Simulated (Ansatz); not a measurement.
`NCCS` + `O[SiH2]S` → `SCO[SiH2]S` + CH₃NH₂  (substitution at a C–C bond)

Program: Ansatz. Geometries: PBE0-D4/def2-TZVP. ΔE: electronic, gas phase. CBS: MP2 limit from def2 TZ/QZ plus the TZ coupled-cluster correction, frozen cores. Each species was taken in one conformer, which may not be the lowest.

```
     species  MP2/def2-QZVPP energy (Eh)
      `NCCS`                  -532.66862
  `O[SiH2]S`                  -764.41232
`SCO[SiH2]S`                 -1201.36376
      CH₃NH₂                   -95.69294
```

Q: Work out ΔE.

A: ΔE = (-1201.36376) + (-95.69294) − (-532.66862) − (-764.41232) = 0.02424 Eh = +15.2 kcal/mol. CCSD(T)/CBS gives +14.2 kcal/mol.

Largest T1 diagnostic among the species: 0.012.

From PBE to PBE0 (25 % exact exchange), in def2-TZVPP and without D4, ΔE moves by +1.0 kcal/mol. In def2-TZVPP, CCSD(T) changes the Hartree–Fock value by +1.0 kcal/mol (the triples alone add −0.2 kcal/mol) and MP2 by +2.2 kcal/mol. The D4 term adds −1.1 kcal/mol with B3LYP and −0.7 kcal/mol with PBE0; it sums over pairs of atoms, weighted by their polarisabilities, and B3LYP, whose exchange is more repulsive, gets the larger term.

B3LYP here is the variant with VWN-RPA as its local correlation; programs differ in this.
